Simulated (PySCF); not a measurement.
## Mayer bond orders and bond lengths

Compound: C₄H₉PSi₂.
Atom-mapped SMILES: `[CH:1]#[C:2][SiH2:3][Si@@H:4]([PH2:5])[CH:6]=[CH2:7]` (hydrogens: H8 on C1; H9, H10 on Si3; H11 on Si4; H12, H13 on P5; H14 on C6; H15, H16 on C7)

Cartesian coordinates in Å at the GFN2-xTB level; atoms count from 1:
```xyz
16
C4H9PSi2 angstrom
C      3.7652   -0.5709    0.8674
C      2.7833   -0.6391    0.1759
Si     1.2403   -0.7088   -0.8430
Si    -0.4710    0.3827    0.3266
P     -0.4925    2.6261    0.1129
C     -2.1713   -0.1747   -0.2773
C     -2.9226   -1.0789    0.3296
H      4.6277   -0.5141    1.4683
H      1.5785   -0.0711   -2.1262
H      0.9641   -2.1289   -1.0982
H     -0.4014    0.1526    1.7820
H     -0.3344    2.6218   -1.2615
H      0.8669    2.7666    0.3214
H     -2.5498    0.2844   -1.1845
H     -2.5967   -1.5645    1.2352
H     -3.8939   -1.3743   -0.0377
```

Bond orders from the PBE0/pcSseg-1 density (PySCF). Isolated species at its GFN2-xTB geometry (one conformer only).

(1) Where do the orders between heavy atoms depart from those drawn in the SMILES?

(2) Set the Mayer orders of the bonds between heavy atoms beside their lengths.

Answers

(1) The largest departure is 0.447, at C1–C2 (drawn triple, 2.553). Drawn single, order below 0.88: Si3–Si4 (0.856) and Si4–C6 (0.854). Drawn double or triple, more than 0.30 short of the drawn order: C1–C2 (2.553).

(2) 
```
   bond  drawn as  length (Å)  Mayer order
  C1–C2    triple       1.203        2.553
 C2–Si3    single       1.850        0.915
Si3–Si4    single       2.343        0.856
 Si4–P5    single       2.254        1.006
 Si4–C6    single       1.888        0.854
  C6–C7    double       1.323        2.005
```

Bonds between the same two heavy elements. C–C: lowest C6–C7 (2.005, 1.323 Å), highest C1–C2 (2.553, 1.203 Å). C–Si: lowest Si4–C6 (0.854, 1.888 Å), highest C2–Si3 (0.915, 1.850 Å).

Q: And the bonds to hydrogen?

A: C–H: 0.94 to 1.09 (4 bonds); H–Si: 0.93 to 0.94 (3 bonds); H–P: 0.92 to 0.93 (2 bonds).

Q: Sum the orders of all bonds at each heavy atom with more than one neighbour and set the sums beside the valence in the SMILES.

A: C1 3.640 (drawn 4), C2 3.468 (drawn 4), Si3 3.630 (drawn 4), Si4 3.660 (drawn 4), P5 2.859 (drawn 3), C6 3.795 (drawn 4), C7 3.913 (drawn 4). Orders between atoms that aren't bonded are not in these sums.

For a closed shell the Mayer order of atoms A and B is Σ (PS)μν (PS)νμ over the basis functions μ on A and ν on B, with P the density and S the overlap matrix.
